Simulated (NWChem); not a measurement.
All runs are NWChem calculations. System: H₃NSn, charge 1, spin multiplicity 2, at the geometry of a parent with another charge or spin, in a state set for the comparison that need not be this species' ground state. Its SCF solution wasn't tested for a lower state. Level: UMP2/def2-TZVPP with def2 effective core potentials on Sn, 5 core orbitals frozen.

NWChem printed:

```
             Northwest Computational Chemistry Package (NWChem) 7.3.0
             --------------------------------------------------------

                                NWChem Input Module
                                -------------------

 Scaling coordinates for geometry "geometry" by  1.889725989
 (inverse scale =  0.529177249)

 Turning off AUTOSYM since
 SYMMETRY directive was detected!

                             Geometry "geometry" -> ""
                             -------------------------

 Output coordinates in angstroms (scale by  1.889725989 to convert to a.u.)

  No.       Tag          Charge          X              Y              Z
 ---- ---------------- ---------- -------------- -------------- --------------
    1 Sn                  50.0000    -0.25008200     0.21275100     0.00000000
    2 H                    1.0000     1.03199600     1.48959800     0.00000000
    3 N                    7.0000     1.18641300    -1.25350900     0.00000000
    4 H                    1.0000     2.19866000    -1.09820300     0.00000000
    5 H                    1.0000     0.96855900    -2.25436900     0.00000000

 Effective nuclear repulsion energy (a.u.)     133.2170340862

            Nuclear Dipole moment (a.u.)
            ----------------------------
        X                 Y               Z
 ---------------- ---------------- ----------------
     0.0000113384     0.0000245664     0.0000000000

      Symmetry information
      --------------------

 Group name             Cs
 Group number              2
 Group order               2
 No. of unique centers     5

      Symmetry unique atoms

     1    2    3    4    5


 Summary of "ao basis" -> "" (spherical)
 ------------------------------------------------------------------------------
       Tag                 Description            Shells   Functions and Types
 ---------------- ------------------------------  ------  ---------------------
 *                         def2-tzvpp                 on all atoms

 Summary of "ao basis" -> "ao basis" (spherical)
 ------------------------------------------------------------------------------
       Tag                 Description            Shells   Functions and Types
 ---------------- ------------------------------  ------  ---------------------
 Sn                        def2-tzvpp               16       50   6s5p3d2f
 H                         def2-tzvpp                6       14   3s2p1d
 N                         def2-tzvpp               11       31   5s3p2d1f

                                 NWChem SCF Module
                                 -----------------

  ao basis        = "ao basis"
  functions       =   123
  atoms           =     5
  alpha electrons =    16
  beta  electrons =    15
  charge          =   1.00
  wavefunction    = UHF
  use symmetry    = T
  symmetry adapt  = T

 Summary of "ao basis" -> "ao basis" (spherical)
 ------------------------------------------------------------------------------
       Tag                 Description            Shells   Functions and Types
 ---------------- ------------------------------  ------  ---------------------
 Sn                        def2-tzvpp               16       50   6s5p3d2f
 H                         def2-tzvpp                6       14   3s2p1d
 N                         def2-tzvpp               11       31   5s3p2d1f

      Symmetry analysis of basis
      --------------------------

        a'         84
        a"         39

 Forming initial guess at       0.1s

   Symmetry analysis of molecular orbitals - initial alpha
   -------------------------------------------------------

  Numbering of irreducible representations:

     1 a'          2 a"

  Orbital symmetries:

     1 a'          2 a'          3 a"          4 a'          5 a'
     6 a'          7 a"          8 a'          9 a"         10 a'
    11 a'         12 a'         13 a'         14 a'         15 a'
    16 a"         17 a"         18 a'         19 a'         20 a'
    21 a'         22 a"         23 a'         24 a"         25 a'
    26 a'

   Symmetry analysis of molecular orbitals - initial beta
   ------------------------------------------------------

  Numbering of irreducible representations:
[...]
         106.492138230463         119.350698139070           0.000000000000
           0.000000000000           0.000000000000         246.752853861701

  Mulliken analysis of the total density
  --------------------------------------

    Atom       Charge   Shell Charges
 -----------   ------   -------------------------------------------------------
    1 Sn  22    20.84   0.28 -0.76  1.52  0.95  1.02  0.47 -0.40  6.36  0.50  0.70  0.05  8.97  1.04  0.11  0.03  0.00
    2 H    1     0.94   0.19  0.54  0.20  0.00  0.02  0.00
    3 N    7     7.69   0.82  1.16  0.50  0.85  0.25  1.47  1.74  0.89  0.00  0.01  0.00
    4 H    1     0.76   0.25  0.41  0.04  0.02  0.04  0.01
    5 H    1     0.77   0.25  0.42  0.04  0.02  0.04  0.01

  Mulliken analysis of the alpha density
  --------------------------------------

    Atom       Charge   Shell Charges
 -----------   ------   -------------------------------------------------------
    1 Sn  22    10.69   0.14 -0.39  0.77  0.47  0.57  0.26 -0.20  3.18  0.31  0.46  0.03  4.48  0.53  0.06  0.02  0.00
    2 H    1     0.71   0.14  0.41  0.15  0.00  0.01  0.00
    3 N    7     3.82   0.41  0.58  0.25  0.42  0.13  0.72  0.86  0.44  0.00  0.01  0.00
    4 H    1     0.39   0.13  0.21  0.02  0.01  0.02  0.00
    5 H    1     0.38   0.12  0.21  0.02  0.01  0.02  0.00

   Mulliken analysis of the beta density
   -------------------------------------

    Atom       Charge   Shell Charges
 -----------   ------   -------------------------------------------------------
    1 Sn  22    10.15   0.14 -0.38  0.75  0.48  0.45  0.21 -0.20  3.18  0.19  0.24  0.02  4.50  0.51  0.05  0.01  0.00
    2 H    1     0.23   0.04  0.13  0.05  0.00  0.01  0.00
    3 N    7     3.86   0.41  0.58  0.25  0.43  0.12  0.74  0.88  0.44  0.00  0.01  0.00
    4 H    1     0.37   0.12  0.20  0.02  0.01  0.02  0.00
    5 H    1     0.39   0.12  0.21  0.02  0.01  0.02  0.00

   Mulliken analysis of the spin density
   -------------------------------------

    Atom       Charge   Shell Charges
 -----------   ------   -------------------------------------------------------
    1 Sn  22     0.54   0.00 -0.01  0.01 -0.01  0.12  0.05 -0.00  0.00  0.13  0.22  0.01 -0.02  0.02  0.01  0.00  0.00
    2 H    1     0.48   0.10  0.29  0.09 -0.00  0.00  0.00
    3 N    7    -0.04   0.00  0.00 -0.00 -0.00  0.00 -0.02 -0.02 -0.00  0.00  0.00  0.00
    4 H    1     0.02   0.01  0.01  0.00 -0.00 -0.00 -0.00
    5 H    1    -0.00  -0.00 -0.00  0.00 -0.00 -0.00 -0.00

       Multipole analysis of the density wrt the origin
       ------------------------------------------------

     L   x y z        total         alpha         beta         nuclear
     -   - - -        -----         -----         ----         -------
     0   0 0 0      1.000000    -16.000000    -15.000000     32.000000

     1   1 0 0     -0.242450     -6.439260     -7.035623     13.232432
     1   0 1 0      0.150333      5.223092      6.184367    -11.257126
     1   0 0 1     -0.000000     -0.000000     -0.000000      0.000000

     2   2 0 0    -16.818871    -43.787487    -37.546806     64.515422
     2   1 1 0     -0.739245     24.502933     27.043828    -52.286006
     2   1 0 1      0.000000      0.000000      0.000000      0.000000
     2   0 2 0    -17.062928    -47.051973    -43.224598     73.213643
     2   0 1 1      0.000000      0.000000     -0.000000      0.000000
     2   0 0 2    -20.272603    -10.906706     -9.365897      0.000000

                   NWChem MP2 Semi-direct Energy/Gradient Module
                   ---------------------------------------------

  Basis functions       =    123
  Molecular orbitals    =    123
  Frozen core           =      5
  Frozen virtuals       =      0
  Active alpha occupied =     11
  Active beta occupied  =     10
  Active alpha virtual  =    107
  Active beta virtual   =    108
  Use MO symmetry       = T
  Use skeleton AO sym   = T

  AO/Fock/Back tols     =   1.0D-09  1.0D-09  1.0D-09

 GA uses MA = F    GA memory limited = T

 Available:
  local mem=  1.26D+08
 global mem=  1.44D+08
 local disk=  0.00D+00
  mp2_memr nvloc                   107
  nvloc new                   107
   1 passes of  11:        5242880                      89689                  30023428.
   1 passes of  11: M    126138806           G      144148942           F     120895926.

 Semi-direct pass number   1 of   1  for UHF alpha       at       11.6s
  vrange nnbf                  7496
  mp2_eaftype                   114  avail_ma_in_mb                  1099
 EAF : mp2_eaftype filesize         114   15011714.
  mp2_eaf for mointskh                    114
Node 0 wrote     70.6 Mb in      0.1 s     Agg I/O rate:   605.7 Mb/s
 Done moints_semi at       20.5s
  mp2_eaftype                   114  avail_ma_in_mb                   985
 EAF : mp2_eaftype filesize         114   15011714.
  mp2_eaf for kh                   114
 Done maket at       21.0s
 Done multipass loop at       21.0s

 GA uses MA = F    GA memory limited = T

 Available:
  local mem=  1.26D+08
 global mem=  1.44D+08
 local disk=  0.00D+00
  mp2_memr nvloc                   108
  nvloc new                   108
   1 passes of  10:        5242880                      84841                  27551247.
   1 passes of  10: M    126138806           G      144148942           F     120895926.

 Semi-direct pass number   1 of   1  for UHF beta        at       21.1s
  vrange nnbf                  7496
  mp2_eaftype                   105  avail_ma_in_mb                  1099
 EAF : mp2_eaftype filesize         105   13775624.
  mp2_eaf for mointskh                    105
Node 0 wrote     64.8 Mb in      0.1 s     Agg I/O rate:   607.5 Mb/s
 Done moints_semi at       29.6s
  mp2_eaftype                   105  avail_ma_in_mb                   994
 EAF : mp2_eaftype filesize         105   13775624.
  mp2_eaf for kh                   105
 Done maket at       30.1s
 Done multipass loop at       30.1s

          -------------------------------------------
          SCF energy                -269.272427069485
          Correlation energy          -0.503114506333
          Singlet pairs                0.000000000000
          Triplet pairs                0.000000000000
          Total MP2 energy          -269.775541575819
          -------------------------------------------

          ---------------------------------------------------
                    Spin Component Scaled (SCS) MP2
          Same spin pairs                     -0.149251337763
          Same spin scaling factor             0.333333333333
          Opposite spin pairs                 -0.353863168571
          Opposite spin scaling fact.          1.200000000000
          SCS-MP2 correlation energy          -0.474386248206
          Total SCS-MP2 energy              -269.746813317691
          ---------------------------------------------------

 -----------------------
 Performance information
 -----------------------

 Timer overhead =  1.36D-07 seconds/call

               Nr. of calls         CPU time (s)                 Wall time (s)                GFlops
             ---------------    -------------------     ------------------------------   -------------------
Name         Min   Avg   Max    Min     Avg     Max     Min     Avg     Max   Mx/calls   Min     Max     Sum
mp2: moin     2     2     2    17.     17.     17.      17.     17.     17.     8.7      0.0     0.0     0.0
mp2: make     2     2     2   0.94    0.94    0.94     0.94    0.94    0.94    0.47      0.0     0.0     0.0
mp2: tota     1     1     1    19.     19.     19.      19.     19.     19.     19.      0.0     0.0     0.0

 The average no. of pstat calls per process was 5.00D+00
 with a timing overhead of 6.82D-07s

 Task  times  cpu:       30.0s     wall:       30.0s

 Total times  cpu:       30.1s     wall:       30.1s
```

Question: Write an NWChem input that would produce this output.

Answer: Several could match; the one computed here: 
```
start mol
memory heap 200 mb stack 900 mb global 1100 mb
charge 1
geometry units angstroms nocenter noautoz
  Sn    -0.250082     0.212751     0.000000
  H      1.031996     1.489598     0.000000
  N      1.186413    -1.253509     0.000000
  H      2.198660    -1.098203     0.000000
  H      0.968559    -2.254369     0.000000
  symmetry group Cs
end
basis spherical
  * library def2-tzvpp
end
ecp
  Sn library def2-ecp
end
scf
  uhf
  nopen 1
  maxiter 100
  thresh 1e-7
  semidirect memsize 60000000 filesize 0
  # guess.movecs holds the orbitals of an unrestricted PBE0 run
  vectors input guess.movecs output mol.movecs
end
mp2
  freeze core 5
end
task mp2 energy
```
